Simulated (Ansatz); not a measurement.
Reactions of `CCB(CC)CC`.

Computed with Ansatz on PBE0-D4/def2-TZVP structures; ΔE is electronic, products minus reactants. CCSD(T)/CBS is the MP2 limit (def2-TZVPP, def2-QZVPP) plus CCSD(T) − MP2 in def2-TZVPP, frozen cores. This one scheme is used for every species. For Ga outer-core shells are correlated without core-valence functions, which leaves a few kJ/mol of doubt a bond. Scalar relativity is left out up to krypton. Each species was taken in one conformer, which may not be the lowest.

Q: Order these by ΔE at CCSD(T)/CBS, lowest first. (Best estimate.)
A. `CCB(CC)CC` + `[OH][Ga]([F])[Cl]` → `CC[O][Ga]([F])[Cl]` + `CCBCC`
B. `CCB(CC)CC` + H₂O → `CCB(O)CC` + `CC`
C. `CCB(CC)CC` + `F[SiH](F)F` → `CCBCC` + `CC[Si](F)(F)F`
D. `CCB(CC)CC` + `S=CS` → `CCSC=S` + `CCBCC`
E. `CCB(CC)CC` + `[NH2][AlH2]` → `CC[NH][AlH2]` + `CCBCC`
F. `CCB(CC)CC` + SiH₄ → `CCBCC` + `CC[SiH3]`

A: B (-138.3 kJ/mol), C (-8.0 kJ/mol), F (+9.1 kJ/mol), D (+35.3 kJ/mol), E (+72.7 kJ/mol), A (+82.6 kJ/mol).

Largest T1 diagnostic: 0.018, for `S=CS`.
